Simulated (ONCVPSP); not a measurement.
## manganese (Mn), ONCV: configuration errors across variants

manganese (Mn), optimised norm-conserving Vanderbilt (ONCV), made with ONCVPSP 4.0.1 (PW91, scalar-relativistic). Core [Ar], reference 3d5 4s1.75 4p0.25. Waves: 4s: rc 2.45 bohr, ncon 4, nbas 9, qcut 2.8 1/bohr, 2 projectors, debl 0.9 Ha; 4p: rc 3.45 bohr, ncon 4, nbas 9, qcut 2.7 1/bohr, 2 projectors, debl 1.7 Ha; 3d: rc 1.35 bohr, ncon 4, nbas 9, qcut 11.3 1/bohr, 2 projectors, debl 2.9 Ha. Local part: polynomial inside 1.05 bohr (lpopt 5, dvloc0 2 Ha). Core correction: Teter function, fcfact 4, rcfact 1.75.

All-electron excitation energies from the reference (eV): (1) 3d5 4s2 4p0 -0.943; (2) 3d5 4s1 4p0 7.532; (3) 3d5 4s0 4p0 23.173; (4) 3d5 4s0 4p2 7.029.

1 further variants failed, have other tests or too few solved ones, and are left out.

A true bound ghost makes a file unfit for plane-wave use even where its test errors are small: the radial tests pick states by their node count and pass the ghost by.

Errors AE − PS in meV (a dash: test not solved or not reliable):

```tsv
change	(1)	(2)	(3)	(4)	bound ghosts	GHOST(+) flags above zero
base	-0.7	-53	-487	-43	s	p
core correction Teter function, fcfact 5.4, rcfact 1.75	-0.9	-68	-599	-53	s	p
p: rc 2.4	-0.8	-52	-484	-53	s	p
```

(1) Give the same row for: local potential polynomial inside 1.35 bohr (lpopt 5, dvloc0 0 Ha).

## Answers

(1) -0.7, -52, –, -43; bound ghosts: s; GHOST(+) flags above zero: p.
